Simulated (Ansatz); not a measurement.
Molecule: C$_{2}$H$_{5}$Cl$_{3}$GeO, net charge 0, singlet state. SMILES: CC[O][Ge]([Cl])([Cl])[Cl]
Coordinates optimised at B3LYP-D3(BJ)/def2-TZVP (Ansatz, a first-principles code):
```xyz
12

C     -3.5336    -1.1126    -0.2987
C     -2.0370    -1.1983    -0.4951
O     -1.4430    -0.0381     0.1194
Ge     0.2920     0.1897     0.0813
Cl     0.9997     0.2935    -1.9419
Cl     0.6937     2.0136     1.0995
Cl     1.2932    -1.4420     1.0511
H     -4.0182    -1.9789    -0.7535
H     -3.7804    -1.0940     0.7632
H     -3.9300    -0.2092    -0.7628
H     -1.6349    -2.1038    -0.0314
H     -1.7847    -1.2179    -1.5593
```

Computed values are from Ansatz. Cores are frozen in the correlated levels unless marked. UHF or UKS for open shells. No spin-orbit coupling. Frozen are the shells of the preceding noble gas and the d and f shells that filled before the atom's block. Non-relativistic. Basis-set limits of correlation are two-point, X^-3; Hartree-Fock from the larger set.

### Question
What is the dipole moment at CCSD(T)/def2-SVPD?

### Answer
1.97 D.

### Question
What is the T1 diagnostic at CCSD/def2-QZVPP?

### Answer
0.010.

### Question
What is the atomisation energy De at CCSD(T)/CBS(def2-TZVPP,def2-QZVPP)?

### Answer
1036.8 kcal/mol.

### Question
What is the total energy at CCSD(T)/CBS(def2-TZVPP,def2-QZVPP)?

### Answer
-3609.2955 Eh.
